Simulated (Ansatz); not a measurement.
Mulliken charges of CH₄AsO, SMILES `CO[AsH]` radical from r2SCAN/def2-TZVPP in Ansatz (PBE0-D4/def2-TZVP geometry).

| atom | x (Å) | y (Å) | z (Å) | charge (e) |
| --- | --- | --- | --- | --- |
| C1 | -0.425 | 0.627 | 0.035 | 0.025 |
| O2 | -0.731 | -0.748 | -0.023 | -0.381 |
| As3 | 0.560 | -1.968 | -0.113 | 0.216 |
| H4 | 0.125 | 0.953 | -0.855 | 0.062 |
| H5 | 0.167 | 0.869 | 0.924 | 0.062 |
| H6 | -1.370 | 1.173 | 0.083 | 0.063 |
| H7 | 1.736 | -0.974 | -0.096 | -0.045 |

Question: By hand: the dipole of these point charges (1 e Å = 4.8032 D).

Answer: Σ q r = (0.243, 0.106, -0.001) e Å, of length 0.265 e Å = 1.27 D.

Question: How does the dipole of the full density compare? (Best estimate.)

Answer: The calculation gave: (0.160, 0.245, 0.008) e Å, 1.41 D; the point charges give 0.90 times that, at 33° from its direction.

Point charges leave out the atoms' own dipoles, such as those of lone pairs, and Mulliken's split depends on the basis, so the two needn't agree.
